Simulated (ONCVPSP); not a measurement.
## Building the ONCV potential for Al (PBE, scalar-relativistic).

ONCVPSP 4.0.1 was run on this input:

```
# ATOM AND REFERENCE CONFIGURATION
# atsym  z   nc   nv     iexc    psfile
  Al 13.00    1    4        4      upf
#
#   n    l    f
    1    0    2.00
    2    0    2.00
    2    1    6.00
    3    0    2.00
    3    1    1.00
#
# PSEUDOPOTENTIAL AND OPTIMIZATION
# lmax
    2
#
#   l,   rc,      ep,       ncon, nbas, qcut
    0    1.25    0.00    4    7    9.50
    1    0.95    0.00    5   10   11.20
    2    1.30    0.19    3    8    6.30
#
# LOCAL POTENTIAL
# lloc, lpopt,  rc(5),   dvloc0
    4    5    0.85    0.00
#
# VANDERBILT-KLEINMAN-BYLANDER PROJECTORs
# l, nproj, debl
    0    2    0.40
    1    3    1.00
    2    1    1.60
#
# MODEL CORE CHARGE
# icmod, fcfact, rcfact
    3    1.50    1.40
#
# LOG DERIVATIVE ANALYSIS
# epsh1, epsh2, depsh
   -5.00    5.00    0.04
#
# OUTPUT GRID
# rlmax, drl
    6.00    0.01
#
# TEST CONFIGURATIONS
# ncnf
    4
# nvcnf
#   n    l    f
    4
    2    0    2.00
    2    1    6.00
    3    0    2.00
    3    1    0.00
#
    4
    2    0    2.00
    2    1    6.00
    3    0    1.00
    3    1    0.00
#
    4
    2    0    2.00
    2    1    6.00
    3    0    0.00
    3    1    0.00
#
    4
    2    0    2.00
    2    1    6.00
    3    0    1.00
    3    1    2.00
#
```

Command:

```bash
oncvpsp.x < Al.dat > Al.out
```

The program printed (shortened: citation, most of the input echo, consistency checks and plot data are left out):

```
ONCVPSP  (Optimized Norm-Conservinng Vanderbilt PSeudopotential)
scalar-relativistic version 4.0.1

#   n    l    f        energy (Ha)
    1    0    2.00    -5.5533531E+01
    2    0    2.00    -3.9749958E+00
    2    1    6.00    -2.5593353E+00
    3    0    2.00    -2.8491419E-01
    3    1    1.00    -9.9667823E-02

Reference configufation results
  iterations    25
  all-electron total energy (Ha)   -2.42684666D+02

Begin loop to  construct optimized pseudo wave functions
and semi-local pseudopoentials for all angular momenta

Calculating optimized projector #   1

 for l=   0

    Fraction of norm inside rc  0.970687
    Optimizing pswf for qcut=   9.50 a_B^-1,  ecut=  45.12 Ha
    Residual kinetic energy error=  3.17D-07 Ha

    Energy error per electron        Cutoff
         Ha          eV             Ha
         0.01000     0.27211       20.57
         0.00100     0.02721       27.61
         0.00010     0.00272       33.68
         0.00001     0.00027       38.70

Calculating optimized projector #   2

 for l=   0

    Fraction of norm inside rc  0.059876
    Optimizing pswf for qcut=   9.50 a_B^-1,  ecut=  45.12 Ha
    Residual kinetic energy error=  1.49D-07 Ha

    Energy error per electron        Cutoff
         Ha          eV             Ha
         0.01000     0.27211       13.50
         0.00100     0.02721       19.94
         0.00010     0.00272       25.52
         0.00001     0.00027       30.29

   Wellstate for l =  1  n =  4
     eigenvalue =   0.9003
     asymptotic potential =   1.4003
     half-point radius =  4.1144

Calculating optimized projector #   1

 for l=   1

    Fraction of norm inside rc  0.870183
    Optimizing pswf for qcut=  11.19 a_B^-1,  ecut=  62.57 Ha
    Residual kinetic energy error=  5.03D-03 Ha

    Energy error per electron        Cutoff
         Ha          eV             Ha
         0.01000     0.27211       58.22
         0.00100     0.02721      214.62
         0.00010     0.00272      366.82
         0.00001     0.00027      404.77

Calculating optimized projector #   2

 for l=   1

    Fraction of norm inside rc  0.017916
    Optimizing pswf for qcut=  11.19 a_B^-1,  ecut=  62.57 Ha
    Residual kinetic energy error=  4.16D-04 Ha

    Energy error per electron        Cutoff
         Ha          eV             Ha
         0.01000     0.27211       41.83
         0.00100     0.02721       57.56
         0.00010     0.00272       88.96
         0.00001     0.00027      198.77

Calculating optimized projector #   3

 for l=   1

    Fraction of norm inside rc  0.030162
    Optimizing pswf for qcut=  11.19 a_B^-1,  ecut=  62.57 Ha
    Residual kinetic energy error=  1.09D-03 Ha

    Energy error per electron        Cutoff
         Ha          eV             Ha
         0.01000     0.27211       48.02
         0.00100     0.02721       62.95
         0.00010     0.00272      108.81
         0.00001     0.00027      364.26

   Wellstate for l =  2  n =  3
     eigenvalue =   0.1900
     asymptotic potential =   0.6900
     half-point radius =  6.7487

Calculating optimized projector #   1

 for l=   2

    Fraction of norm inside rc  0.016424
    Optimizing pswf for qcut=   6.29 a_B^-1,  ecut=  19.76 Ha
    Residual kinetic energy error=  6.25D-05 Ha

    Energy error per electron        Cutoff
         Ha          eV             Ha
         0.01000     0.27211        4.38
         0.00100     0.02721       11.77
         0.00010     0.00272       18.51
         0.00001     0.00027       69.91

Construct Vanderbilt / Kleinmman-Bylander projectors

B matrix Hermiticity error, ll=   0
   1   2    2.8692E-04

  Orthonormal projector coefficients  2.7610E+00 -2.2089E-01

B matrix Hermiticity error, ll=   1
   1   2    1.3417E-04
   1   3   -2.5054E-04
   2   3    1.4740E-05

  Orthonormal projector coefficients -2.6226E+02 -1.3162E+01 -5.4673E+00

Model core correction analysis
  based on d2Exc/dn_idn_j

d2excae - all-electron derivatives

   -7.671914D-02   -6.884869D-02   -3.790257D-03   -1.607644D-03
   -6.884998D-02   -7.337476D-02   -4.118777D-03   -2.123495D-03
   -3.789660D-03   -4.118273D-03   -3.680580D-02   -2.766072D-02
   -1.607649D-03   -2.123536D-03   -2.765875D-02   -2.849600D-02

d2excps - pseudofunction derivatives with no core correction

   -8.022437D-02   -7.118719D-02   -4.332096D-03   -1.867659D-03
   -7.118817D-02   -7.334623D-02   -4.100044D-03   -2.090992D-03
   -4.332239D-03   -4.099547D-03   -3.685158D-02   -2.766982D-02
   -1.867727D-03   -2.091052D-03   -2.766785D-02   -2.849464D-02

rms 2nd derivative error    1.223508E-03

rmatch, rhocmatch    0.2119   77.7713

Teter function model core charge with specified parameters

d2excps - pseudofunction derivatives with core correction

   -7.376174D-02   -7.077956D-02   -3.862715D-03   -1.848416D-03
   -7.077941D-02   -7.297997D-02   -4.073343D-03   -2.076067D-03
   -3.862106D-03   -4.072839D-03   -3.681743D-02   -2.766855D-02
   -1.848428D-03   -2.076140D-03   -2.766659D-02   -2.849404D-02

rms 2nd derivative error    1.015147E-03

Pseudoatom total energy  -79.911649

Diagnostic tests using Vanderbilt-Kleinman-Bylander pseudopotentials
  1 or more projectors used as specified by nproj input data

   l    rcore       rmatch      e in        delta e   norm test  slope test

   0   1.2523311   1.2903546  -3.9749958  -0.0000053   1.0002653   1.0002411
   0   1.2523311   1.2903546  -0.2849142   0.0000023   1.0000122   1.0000163

   1   0.9510691   0.9799456  -2.5593353  -0.0000180   1.0001374   1.0001607
   1   0.9510691   0.9799456  -0.0996678   0.0000056   1.0000781   1.0000805
   1   0.9510691   0.9799456   0.9003322   0.0000191   1.0003146   1.0003146

   2   1.3058853   1.3455348   0.1900000  -0.0003708   1.0000242   1.0000242

 Testing for bound ghosts
   n   l    E NL Schr. Eq   E Basis Diag.   E Cutoff

   1   0       -3.975001       -3.975000    121.27
   2   0       -0.284912       -0.161838    121.27

   2   1       -2.559353       -2.558873    682.77
   3   1       -0.099662        0.533473    682.77

 Testing for highly-localized positive-energy ghosts
       l    <radius>/rc     E Basis Diag.   E Cutoff

       1        0.686700       16.958605    682.77  WARNING - GHOST(+)

       1        0.334699      141.105679    682.77  WARNING - GHOST(+)

       1        0.355238      237.381482    682.77  WARNING - GHOST(+)

       1        0.712551      390.435222    682.77  WARNING - GHOST(+)

Test configuration 0

   n   l     f        eae           eps        diff
   1   0  2.0000  -55.53353116
   2   0  2.0000   -3.97499583   -3.97500114   -5.31D-06
   2   1  6.0000   -2.55933530   -2.55935328   -1.80D-05
   3   0  2.0000   -0.28491419   -0.28491190    2.28D-06
   3   1  1.0000   -0.09966782   -0.09966218    5.65D-06

    Total energies and differences
      AE_ref= -2.42684666D+02  AE_tst= -2.42684666D+02  dif=  0.00D+00
      PS_ref= -7.99116486D+01  PS_tst= -7.99116486D+01  dif= -7.11D-14
      PSP excitation error=  7.11D-14

Test configuration 1

   n   l     f        eae           eps        diff
   1   0  2.0000  -55.84548693
   2   0  2.0000   -4.28139008   -4.28118301    2.07D-04
   2   1  6.0000   -2.86614977   -2.86542886    7.21D-04
   3   0  2.0000   -0.54427607   -0.54425824    1.78D-05

    Total energies and differences
      AE_ref= -2.42684666D+02  AE_tst= -2.42472946D+02  dif=  2.12D-01
      PS_ref= -7.99116486D+01  PS_tst= -7.96999382D+01  dif=  2.12D-01
      PSP excitation error=  1.03D-05

Test configuration 2

   n   l     f        eae           eps        diff
   1   0  2.0000  -56.31071886
   2   0  2.0000   -4.73212529   -4.73324281   -1.12D-03
   2   1  6.0000   -3.31704612   -3.31652230    5.24D-04
   3   0  1.0000   -0.87271849   -0.87277564   -5.72D-05

    Total energies and differences
      AE_ref= -2.42684666D+02  AE_tst= -2.41766424D+02  dif=  9.18D-01
      PS_ref= -7.99116486D+01  PS_tst= -7.89933860D+01  dif=  9.18D-01
      PSP excitation error= -2.06D-05

Test configuration 3

psatom: WARNING lschvkbb convergence error n,l,iter=   3   1   4
ea(ii),et,emin,emax -1.077034E-01 -1.184738E-01 -1.184738E-01 -1.184738E-01
run_config: WARNING for fully non-local PS atom, stg. 1
 WARNING no output for configuration 4

Test configuration 4

   n   l     f        eae           eps        diff
   1   0  2.0000  -55.60231378
   2   0  2.0000   -4.04183156   -4.04285982   -1.03D-03
   2   1  6.0000   -2.62575839   -2.62674503   -9.87D-04
   3   0  1.0000   -0.31508232   -0.31510345   -2.11D-05
   3   1  2.0000   -0.12285761   -0.12285900   -1.39D-06

    Total energies and differences
      AE_ref= -2.42684666D+02  AE_tst= -2.42495805D+02  dif=  1.89D-01
      PS_ref= -7.99116486D+01  PS_tst= -7.97227713D+01  dif=  1.89D-01
      PSP excitation error= -1.58D-05
```

The run took about 3.8 s on one core of a shared server CPU.
